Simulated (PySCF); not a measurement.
A structure optimised at PBE-D3(BJ)/def2-SVP, used in a PySCF frequency run:

```xyz
10

O      0.0000     0.0000     2.0457
C      0.0000     0.0000     0.8263
C      0.0000     1.2103    -0.0857
C      0.0000     0.7515    -1.3583
C      0.0000    -0.7515    -1.3583
C      0.0000    -1.2103    -0.0857
H      0.0000     2.2444     0.2782
H      0.0000     1.3556    -2.2766
H      0.0000    -1.3556    -2.2766
H      0.0000    -2.2444     0.2782
```
Charge 0, spin multiplicity 1.

### Question
Write its SMILES, formula and point group.

### Answer
O=C1C=CC=C1, C5H4O, C2v

### Question
What are its rotational constants (standard atomic weights)?

### Answer
8.0713, 3.8857, 2.6230 GHz
